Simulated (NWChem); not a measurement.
## Total energies of ClGe

```
Ge
Cl 1 2.2045
```
Charge 0, spin multiplicity 2.

Everything below was run with NWChem. The geometry was optimised at UB3LYP/def2-SVP, a minimum by its harmonic frequencies.

Basis set: 6-311G** (70 functions).

| method | total energy (Ha) |
|---|---|
| UHF | -2534.84746 |
| UMP2 | -2535.18868 |
| UB2PLYP | -2536.65949 |
| UPBE | -2536.67807 |
| UB3LYP | -2537.23996 |
| UTPSS | -2537.16692 |

Total energies of different functionals aren't comparable as a measure of quality: only differences taken within one method are. 

The Hamiltonian is non-relativistic. The correlated methods keep 14 core orbitals frozen. B3LYP has NWChem's definition, with VWN1-RPA local correlation. The Pople sets run with spherical d functions. This spin state was chosen for the runs; another may lie lower. The structure started from a generated list of species. The unpaired electrons of the parent sit in orbitals of symmetry b2 (C2v labels of the run); other states weren't searched. The stability of the SCF solutions was not checked. Open-shell Hartree-Fock references start from PBE0 orbitals.
